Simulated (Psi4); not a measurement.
C₅H₇ (SMILES [CH]1CC12CC2), doublet, at a GFN2-xTB geometry; CAM-B3LYP/cc-pVDZ in Psi4.

Psi4 was given this input:
```
memory 2 GB

molecule {
0 2
C    -0.00592064    0.06255727    0.04919876
C     0.05276925    0.74146840    1.29776337
C    -0.04143606   -0.73565075    1.32173897
C     0.71684363    0.01914460   -1.25871358
C    -0.78709602    0.06699964   -1.21998696
H     0.71989492    1.44391333    1.74538562
H    -0.98300469   -1.19090749    1.60534724
H     0.81949464   -1.32985821    1.61492175
H     1.19255360   -0.91053662   -1.53692256
H     1.25302117    0.90112219   -1.57731201
H    -1.33584518   -0.82610055   -1.48128458
H    -1.27707539    0.98525249   -1.51013864
}

set {
  basis cc-pvdz
  reference uks
  scf_type pk
  puream true
  d_convergence 1e-8
  dft_radial_points 99
  dft_spherical_points 590
}

energy('cam-b3lyp')
print_variables()
```

**Question.** Write the output that Psi4 gives for this input, abridged.

**Answer.** 
```
   => Loading Basis Set <=

    Name: CC-PVDZ
    Role: ORBITAL
    Keyword: BASIS

         ---------------------------------------------------------
                                   SCF
               by Justin Turney, Rob Parrish, Andy Simmonett
                          and Daniel G. A. Smith
                              UKS Reference
         ---------------------------------------------------------

  ==> Geometry <==

    Molecular point group: c1
    Full point group: C1

    Geometry (in Angstrom), charge = 0, multiplicity = 2:

       Center              X                  Y                   Z               Mass
    ------------   -----------------  -----------------  -----------------  -----------------
         C           -0.000164230178     0.048839226009     0.032330714815    12.000000000000
         C            0.058525659822     0.727750356009     1.280895324815    12.000000000000
         C           -0.035679650178    -0.749368793991     1.304870924815    12.000000000000
         C            0.722600039822     0.005426556009    -1.275581625185    12.000000000000
         C           -0.781339610178     0.053281596009    -1.236855005185    12.000000000000
         H            0.725651329822     1.430195286009     1.728517574815     1.007825032230
         H           -0.977248280178    -1.204625533991     1.588479194815     1.007825032230
         H            0.825251049822    -1.343576253991     1.598053704815     1.007825032230
         H            1.198310009822    -0.924254663991    -1.553790605185     1.007825032230
         H            1.258777579822     0.887404146009    -1.594180055185     1.007825032230
         H           -1.330088770178    -0.839818593991    -1.498152625185     1.007825032230
         H           -1.271318980178     0.971534446009    -1.527006685185     1.007825032230

  Running in c1 symmetry.

  Rotational constants: A =      0.38389  B =      0.14482  C =      0.14120 [cm^-1]
  Rotational constants: A =  11508.87972  B =   4341.71719  C =   4233.02353 [MHz]
  Nuclear repulsion =  162.180070317027742

  Charge       = 0
  Multiplicity = 2
  Electrons    = 37
  Nalpha       = 19
  Nbeta        = 18

  ==> Algorithm <==

  SCF Algorithm Type is PK.
  DIIS enabled.
  MOM disabled.
  Fractional occupation disabled.
  Guess Type is SAD.
  Energy threshold   = 1.00e-06
  Density threshold  = 1.00e-08
  Integral threshold = 1.00e-12

  ==> Primary Basis <==

  Basis Set: CC-PVDZ
    Blend: CC-PVDZ
[...]
      Ntotal   =   37.0000015246 ; deviation = 1.525e-06

   @Spin Contamination Metric:   4.317755537E-03
   @S^2 Expected:                7.500000000E-01
   @S^2 Observed:                7.543177555E-01
   @S   Expected:                5.000000000E-01
   @S   Observed:                5.000000000E-01

    Orbital Energies [Eh]
    ---------------------

    Alpha Occupied:

[...]
      19A     -0.260053

    Alpha Virtual:

[...]
    Beta Occupied:

[...]
    Beta Virtual:

[...]
    Final Occupation by Irrep:
              A
    DOCC [    18 ]
    SOCC [     1 ]
    NA   [    19 ]
    NB   [    18 ]

  @UKS Final Energy:  -194.47690202100029

   => Energetics <=

    Nuclear Repulsion Energy =            162.1800703170277416
    One-Electron Energy =                -581.1670828974514507
    Two-Electron Energy =                 245.8752837944024634
    DFT Exchange-Correlation Energy =     -21.3651732349790535
    Empirical Dispersion Energy =           0.0000000000000000
    VV10 Nonlocal Energy =                  0.0000000000000000
    Total Energy =                       -194.4769020210002850

  UHF NO Occupations:
  HONO-2 :   17  A 1.9995726
  HONO-1 :   18  A 1.9988886
  HONO-0 :   19  A 1.0000000
  LUNO+0 :   20  A 0.0011114
  LUNO+1 :   21  A 0.0004274
  LUNO+2 :   22  A 0.0003730
  LUNO+3 :   23  A 0.0001346

Computation Completed

Properties will be evaluated at   0.000000,   0.000000,   0.000000 [a0]

Properties computed using the SCF density matrix

 Multipole Moments:

 ------------------------------------------------------------------------------------
     Multipole            Electronic (a.u.)      Nuclear  (a.u.)        Total (a.u.)
 ------------------------------------------------------------------------------------

 L = 1.  Multiply by 2.5417464519 to convert [e a0] to [Debye]
 Dipole X            :         -0.2417487            0.4024875            0.1607388
 Dipole Y            :          0.8553074           -0.9591636           -0.1038562
 Dipole Z            :          1.0197355           -1.1794111           -0.1596756
 Magnitude           :                                                    0.2492376

 ------------------------------------------------------------------------------------

  Variable Map:
  ----------------------------------------------------------------------------
[...]
  Array Variable Map:
  ----------------------------------------------------------------------------
[...]
[...]
```
